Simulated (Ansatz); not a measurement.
A set of 12 reactions (group exchange), with CCSD(T)/CBS values in kJ/mol:

```
                                                                              reaction     ΔE
                           `B[CH2][Ga]([CH3])[F]` + CH₄ → `[CH3][Ga]([CH3])[F]` + `BC`   38.8
                         `CN(C)[SiH3]` + `F[CH2][SnH3]` → `F[CH2][SnH2][SiH3]` + `CNC`   10.8
                                 `B[Si](F)(F)[SiH3]` + CH₄ → `C[Si](F)(F)[SiH3]` + BH₃  -32.2
                             `[NH2][Zn][SH]` + `[F][AlH2]` → `[NH2][Zn][AlH][F]` + H₂S   60.9
                                                `C=C(O)OC` + `BF` → `C=C(O)BF` + CH₃OH  -48.5
                              `[F][AlH][SeH]` + `[InH3]` → `[SeH][InH2]` + `[F][AlH2]`   -3.9
                 `C[Se][In]([F])[F]` + `[Cl][InH2]` → `C[Se][InH][Cl]` + `[F][InH][F]`  -17.0
                          `C/C(O)=[N]\[AlH2]` + `CCCO` → `C[CH]([AlH2])CO` + `CC(=N)O`  111.8
                        `B[SiH](B)[SiH2]C` + `[SiH3]S` → `C[SiH2][SiH2]S` + `B[SiH2]B`   16.4
    `[CH3][Al]([CH3])[O]B(O)O` + `[AlH2][Cl]` → `[CH3][Al]([CH3])[AlH][Cl]` + `OB(O)O`  147.3
`[NH2][AlH][CH]1CC1` + `C#C[SiH]([SiH3])Cl` → `[NH2][AlH][SiH]([SiH3])Cl` + `C#CC1CC1`   40.4
                                         `FB(F)[SeH]` + `COCN` → `NB(F)[SeH]` + `COCF`   30.6
```

Isolated molecules relaxed with PBE0-D4/def2-TZVP in Ansatz; ΔE leaves out vibrations. CCSD(T)/CBS adds triple-zeta CCSD(T) − MP2 to the extrapolated MP2 energy (def2 sets, frozen cores). This one scheme is used for every species. DFT in def2-TZVPP. B3LYP here is the variant with VWN-RPA as its local correlation; programs differ in this. Elements past krypton have def2 core potentials. For Ga, In, Se, Sn, Zn outer-core shells are correlated without core-valence functions, which leaves a few kJ/mol of doubt a bond. Scalar relativity is left out up to krypton. Each species was taken in one conformer, which may not be the lowest.

**Question.** Give the mean, mean absolute and largest difference (level minus CCSD(T)/CBS, kJ/mol) for: r2SCAN-D4, PBE0-D4, B3LYP-D4, ωB97X-V, B2PLYP, PBE, r2SCAN, B3LYP, HF/def2-TZVPP, MP2/def2-TZVPP, SCS-MP2/def2-TZVPP, HF/def2-QZVPP, MP2/def2-QZVPP, SCS-MP2/def2-QZVPP. (An estimate is asked.)

**Answer.** Ansatz gave: 
```csv
level,mean,mean absolute,largest
r2SCAN-D4,1.4,4.1,-7.9
PBE0-D4,-2.9,6.4,-19.4
B3LYP-D4,0.6,4.1,-8.4
ωB97X-V,0.1,3.9,10.9
B2PLYP,1.5,3.2,9.6
PBE,-4.5,8.6,-23.3
r2SCAN,1.1,4.0,-8.0
B3LYP,-0.4,5.0,11.5
HF/def2-TZVPP,2.1,8.5,16.5
MP2/def2-TZVPP,3.7,4.9,9.3
SCS-MP2/def2-TZVPP,3.2,4.1,10.5
HF/def2-QZVPP,2.6,8.8,16.4
MP2/def2-QZVPP,3.2,4.8,10.2
SCS-MP2/def2-QZVPP,2.8,4.1,10.5
```

The largest T1 diagnostic in the set is 0.017, for `[F][InH][F]` (customary mark 0.02).

CCSD(T)/CBS is a level of theory with its own doubt, and the functionals carry their triple-zeta basis error, so these figures describe this set and don't rank the functionals.
